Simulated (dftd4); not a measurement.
Cl$_{4}$Te, triplet, geometry from GFN2-xTB (a higher spin typed on purpose: for a closed-shell molecule this is an excited state); dftd4 with D4 for hf.

The dftd4 input:
```
$ dftd4 mol.xyz --func hf --charge 0 --json dftd4.json --noedisp --grad

# file mol.xyz
5

Te    -0.00000000     0.00000000    -0.00000000
Cl     1.50529057    -1.91103356    -0.16539007
Cl     1.91460967     1.50159192     0.15746220
Cl    -1.50510087     1.91713111    -0.06769397
Cl    -1.91479936    -1.50768947     0.07562184
```

It wrote (shortened):

```
                    ____  _____ _____     ____  _  _
      -------------|  _ \|  ___|_   _|---|  _ \| || |------------
     |             | | | | |_    | | ___ | | | | || |_           |
     |             | |_| |  _|   | ||___|| |_| |__   _|          |
     |             |____/|_|     |_|     |____/   |_|            |
     |             ===================================           |
     |            E. Caldeweyher, S. Ehlert & S. Grimme          |
     |          Mulliken Center for Theoretical Chemistry        |
     |                    University of Bonn                     |
      -----------------------------------------------------------

Rational (Becke-Johnson) damping: hf-D4-ATM
---------------------
  s6         1.0000
  s8         1.6168
  s9         1.0000
  a1         0.4496
  a2         3.3574
 alp        16.0000
--------------------

Dispersion energy:      -2.8670452416603E-02 Eh

Gradient norm:           4.5909662475731E-03 Eh/a0
--------------------------------------------------
     #    Z           dE/dx      dE/dy      dE/dz
--------------------------------------------------
     1   52 Te   -1.007E-11  2.046E-12  1.990E-13
     2   17 Cl    1.414E-03 -1.793E-03 -2.306E-04
     3   17 Cl    1.799E-03  1.409E-03  2.232E-04
     4   17 Cl   -1.414E-03  1.803E-03 -1.388E-04
     5   17 Cl   -1.799E-03 -1.418E-03  1.463E-04
--------------------------------------------------

Virial:
--------------------------------------------------
      component           x          y          z
--------------------------------------------------
          x       2.106E-02 -4.446E-07  1.700E-05
          y      -4.446E-07  2.105E-02  5.463E-04
          z       1.700E-05  5.463E-04  1.771E-04
--------------------------------------------------

[Info] Dispersion results written to 'dftd4.txt'
[Info] JSON dump of results written to 'dftd4.json'
```
